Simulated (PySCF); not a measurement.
SiBrF3, SMILES Br[Si](F)(F)F. Atoms are numbered in the order given.

```xyz
5

F      1.2930    -0.7465    -1.3619
Si     0.0000     0.0000    -0.7989
F      0.0000     1.4930    -1.3619
F     -1.2930    -0.7465    -1.3619
Br     0.0000     0.0000     1.3702
```
Charge 0, spin multiplicity 1.

The structure is a stationary point at r2SCAN-D4/def2-SVP.

Level of theory: PySCF with PBE/def2-TZVP.

Gas-phase values at a fixed geometry.

* **total energy**: -3162.76355 hartree
* **point group**: C3v
* **highest occupied level**: -8.29 eV
* **lowest empty level**: -1.36 eV
* **orbital gap**: 6.93 eV
* **dipole moment**: 0.95 D
* **quadrupole, principal values (traceless, Buckingham form, about the centre of nuclear charge)**: -1.12, -1.12, 2.24 D·Å
* **mean static polarisability**: 40.5 bohr³ (6.00 Å³)
* **polarisability, principal values**: 35.7, 35.7, 50.0 bohr³
